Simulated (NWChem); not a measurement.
The numbers come from NWChem runs, not from measurements. System: H4AsSi, charge 0, spin multiplicity 2, at a geometry optimised with UPBE0/def2-SVP. The structure started from a generated list of species. Its SCF solution wasn't tested for a lower state. Level: UTPSS/def2-TZVP.

The NWChem input:

```
start mol
memory heap 200 mb stack 900 mb global 1100 mb
geometry units angstroms nocenter noautoz noautosym
  Si    -1.441538    -0.564650     0.044795
  As     0.745509     0.340537    -0.025764
  H     -1.648913    -1.354973     1.298502
  H     -2.432895     0.552271     0.008146
  H     -1.680566    -1.461880    -1.128911
  H      1.342111    -1.068030     0.045358
end
basis spherical
  * library def2-tzvp
end
dft
  xc xtpss03 ctpss03
  odft
  mult 2
  semidirect memsize 60000000 filesize 0
  iterations 100
  grid fine
end
task dft energy
```

NWChem printed:

```
             Northwest Computational Chemistry Package (NWChem) 7.3.0
             --------------------------------------------------------

                                NWChem Input Module
                                -------------------

 Scaling coordinates for geometry "geometry" by  1.889725989
 (inverse scale =  0.529177249)

                             Geometry "geometry" -> ""
                             -------------------------

 Output coordinates in angstroms (scale by  1.889725989 to convert to a.u.)

  No.       Tag          Charge          X              Y              Z
 ---- ---------------- ---------- -------------- -------------- --------------
    1 Si                  14.0000    -1.44153800    -0.56465000     0.04479500
    2 As                  33.0000     0.74550900     0.34053700    -0.02576400
    3 H                    1.0000    -1.64891300    -1.35497300     1.29850200
    4 H                    1.0000    -2.43289500     0.55227100     0.00814600
    5 H                    1.0000    -1.68056600    -1.46188000    -1.12891100
    6 H                    1.0000     1.34211100    -1.06803000     0.04535800

 Effective nuclear repulsion energy (a.u.)     149.5656865938

            Nuclear Dipole moment (a.u.)
            ----------------------------
        X                 Y               Z
 ---------------- ---------------- ----------------
     0.0000037795     0.0000170075     0.0000245664


 Summary of "ao basis" -> "" (spherical)
 ------------------------------------------------------------------------------
       Tag                 Description            Shells   Functions and Types
 ---------------- ------------------------------  ------  ---------------------
 *                         def2-tzvp                  on all atoms

                                 NWChem DFT Module
                                 -----------------

 Summary of "ao basis" -> "ao basis" (spherical)
 ------------------------------------------------------------------------------
       Tag                 Description            Shells   Functions and Types
[...]
   alpha     11     12     13     14     15     16     17     18     19     20
    beta     11     12     13     14     15     16     18     17     19     20
 overlap   1.000  1.000  1.000  1.000  0.905  1.000  1.000  0.947  0.907  0.994

   alpha     21     22     23     24     25     26     27     28     29     30
    beta     21     22     23     24     25     26     27     28     29     30
 overlap   0.994  0.994  0.998  0.994  0.999  0.995  0.999  0.994  0.996  0.994

   alpha     31     32     33     34     35     36     37     38     39     40
    beta     31     32     33     34     35     36     37     38     39     40
 overlap   0.991  0.926  0.963  0.898  0.864  0.957  0.942  0.991  0.995  0.988

   alpha     41     42     43     44     45     46     47     48     49     50
    beta     41     42     44     43     45     47     46     48     49     50
 overlap   0.972  0.999  0.972  0.991  0.999  0.892  0.996  0.893  0.993  0.993

   alpha     51     52     53     54     55     56     57     58     59     60
    beta     51     52     53     54     55     56     57     58     59     60
 overlap   1.000  0.998  0.999  0.997  0.998  0.999  0.997  0.996  0.994  0.873

   alpha     61     62     63     64     65     66     67     68     69     70
    beta     61     62     63     65     64     67     66     68     70     69
 overlap   0.858  0.882  0.965  0.648  0.798  0.994  0.981  0.998  0.995  0.992

   alpha     71     72     73     74     75     76     77     78     79     80
    beta     71     72     73     74     75     76     77     78     79     80
 overlap   0.991  0.998  0.997  0.964  0.999  0.964  0.998  1.000  0.999  1.000

   alpha     81     82     83     84     85     86     87     88     89     90
    beta     81     82     83     84     85     86     87     88     89     90
 overlap   0.997  1.000  0.998  1.000  1.000  0.999  1.000  0.999  1.000  1.000

   alpha     91     92     93     94     95     96     97     98     99    100
    beta     91     93     92     94     95     96     97     98     99    100
 overlap   1.000  0.936  0.936  1.000  1.000  1.000  0.997  1.000  0.997  1.000

   alpha    101    102    103    104    105    106    107    108    109
    beta    101    102    103    104    105    106    107    108    109
 overlap   1.000  0.970  0.970  1.000  1.000  1.000  1.000  1.000  1.000

     --------------------------
     Expectation value of S2:
     --------------------------
      <S2> =      0.7541 (Exact =     0.7500)

 center of mass
 --------------
 x =   0.19563666 y =   0.11235720 z =  -0.00799177

 moments of inertia (a.u.)
 ------------------
          92.066076007820        -153.782880351929          12.153176447207
        -153.782880351929         410.987226132067           5.329185918021
          12.153176447207           5.329185918021         480.985469676329

     Multipole analysis of the density
     ---------------------------------

     L   x y z        total         alpha         beta         nuclear
     -   - - -        -----         -----         ----         -------
     0   0 0 0     -0.000000    -26.000000    -25.000000     51.000000

     1   1 0 0     -0.032673     -0.597724      0.565047      0.000004
     1   0 1 0     -0.104672     -0.276197      0.171508      0.000017
     1   0 0 1      0.006107      0.021406     -0.015323      0.000025

     2   2 0 0    -25.685355   -122.911538   -119.525859    216.752043
     2   1 1 0     -0.601854    -39.592282    -38.456353     77.446780
     2   1 0 1      0.035723      3.146114      3.105842     -6.216233
     2   0 2 0    -25.592448    -38.176245    -36.372677     48.956473
     2   0 1 1      0.018871      1.358928      1.504957     -2.845014
     2   0 0 2    -25.349243    -20.356641    -15.751035     10.758432

 Task  times  cpu:       21.7s     wall:       21.7s

 Total times  cpu:       21.7s     wall:       21.7s
```
